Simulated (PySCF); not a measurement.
AlH, charge +1, multiplicity 2. Atoms are numbered in the order given.

```xyz
2

Al     0.0000     0.0000    -0.1160
H      0.0000     0.0000     1.5074
```
Charge +1, spin multiplicity 2.

Coordinates come from a B3LYP-D3(BJ)/def2-TZVPD optimisation. The multiplicity is an assumed one; other spin states were not compared.

Calculation: ωB97X/def2-TZVPD run with PySCF.

Mulliken values depend strongly on the basis, most of all with diffuse functions as here. ESP charges are fitted to the potential on shells at 1.4 to 2.0 van der Waals radii. Atomic charges (e):

| atom | Mulliken | ESP fit | Mulliken spin |
|---|---|---|---|
| Al1 | 0.93 | … | 0.70 |
| H2 | 0.07 | … | 0.30 |

Q: Complete the blanks. (The exact figures need the calculation; the answer reports its results.)

A: 
- Al1, ESP fit: 1.02
- H2, ESP fit: -0.02
